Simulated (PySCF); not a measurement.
NMR data simulated for an unnamed compound:

1H NMR (400 MHz, computed): δ 5.64 (br s, 2H), 4.98 (br, 2H), 4.72 (br, 1H), 3.80 (m, 1H), 2.14 (m, 2H), 2.13 (m, 2H), 1.62 (m, 1H), 1.52 (m, 1H).

13C{1H} NMR (computed): δ 58.0 (CH), 35.9 (CH2), 15.6 (CH2).

Calculated, not measured (PySCF 2.14.0 with density-fitted response routines): PBE0/pcSseg-1 with gauge-including orbitals, PBE0-D3(BJ)/def2-SVP structure. Non-relativistic, fast rotation and ring inversion assumed for equivalent nuclei, in vacuum, a single conformation.

References, each an isolated molecule treated in the same way: TMS for 1H (σref 31.27), 13C (σref 184.41).

Q: Which of these does the molecule contain: an OH group, an NH or NH2 group, a heteroaromatic ring, an amide?

A: 
- An OH group: no.
- An NH or NH2 group: yes (δH 5.64 (br s)).
- A heteroaromatic ring: no.
- An amide: no.

The data belong to `B1NBN(C2CCC2)BN1`, C₄H₁₂B₃N₃; they needn't prove each group on their own.

Carbon signals by region: 1 at 50–100 ppm, 2 below 50 ppm.

OH/NH shifts are gas-phase values; hydrogen bonding in solution moves them, usually downfield. Hydrogens on boron are broadened and split by 11B (spin 3/2, 80 %) and 10B (spin 3). Shifts are as computed. Against solution values, carbons near 30 ppm lie about +2 ppm off and those near 130 ppm about +5 ppm. Of 1313 compounds with measured shifts, 239 miss one by over three times the rms of a fit or turn the order of signals round; such compounds aren't used in these exercises. Multiplicities follow the n + 1 count of equivalent neighbours, as no J values were calculated; m marks all less simple cases, F and P coupling included.
